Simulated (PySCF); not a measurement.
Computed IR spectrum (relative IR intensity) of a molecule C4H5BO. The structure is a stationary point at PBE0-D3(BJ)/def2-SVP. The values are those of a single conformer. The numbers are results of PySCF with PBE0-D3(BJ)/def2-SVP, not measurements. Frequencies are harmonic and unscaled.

```json
[
 {"ν (cm⁻¹)": "113", "relative intensity": "2.7"},
 {"ν (cm⁻¹)": "203", "relative intensity": "6.5"},
 {"ν (cm⁻¹)": "376", "relative intensity": "6.1"},
 {"ν (cm⁻¹)": "458", "relative intensity": "6.8"},
 {"ν (cm⁻¹)": "684", "relative intensity": "31"},
 {"ν (cm⁻¹)": "796", "relative intensity": "19"},
 {"ν (cm⁻¹)": "887", "relative intensity": "8.2"},
 {"ν (cm⁻¹)": "981", "relative intensity": "10"},
 {"ν (cm⁻¹)": "1002", "relative intensity": "2.3"},
 {"ν (cm⁻¹)": "1093", "relative intensity": "100"},
 {"ν (cm⁻¹)": "1170", "relative intensity": "2.0"},
 {"ν (cm⁻¹)": "1192", "relative intensity": "44"},
 {"ν (cm⁻¹)": "1232", "relative intensity": "15"},
 {"ν (cm⁻¹)": "1352", "relative intensity": "87"},
 {"ν (cm⁻¹)": "1402", "relative intensity": "6.1"},
 {"ν (cm⁻¹)": "1436", "relative intensity": "11"},
 {"ν (cm⁻¹)": "2176", "relative intensity": "56"},
 {"ν (cm⁻¹)": "3014", "relative intensity": "25"},
 {"ν (cm⁻¹)": "3028", "relative intensity": "2.9"},
 {"ν (cm⁻¹)": "3066", "relative intensity": "23"},
 {"ν (cm⁻¹)": "3475", "relative intensity": "43"}
]
```

### Question
Pick the molecule that these values belong to.
A. C#CB1COC1
B. OB1C=CC=C1
C. C#CB(O)C=C
D. C=CB1C=CO1

### Answer
A, C#CB1COC1
